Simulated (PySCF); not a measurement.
This script is equivalent to a calculation on K⁺ (potassium, charge +1).

```python
from pyscf import gto, scf, dft, mp, cc
import basis_set_exchange as bse
mol = gto.M(atom="K 0 0 0", charge=1, spin=0, symmetry="D2h",
            basis=gto.basis.parse(bse.get_basis("aug-cc-pVDZ-X2C", elements=["K"], fmt="nwchem", header=False)),
            nucmod="G")
mf = scf.UHF(mol).sfx2c1e()
mf.irrep_nelec = {'Ag': (3, 3), 'B1u': (2, 2), 'B2u': (2, 2), 'B3u': (2, 2)}
mf.kernel()
```

(1) What total energy does it give?

(2) Which occupied shell lies highest, and where?

## Answers

(1) -601.30931 hartree (calculated).

(2) 3p, at -31.877 eV.
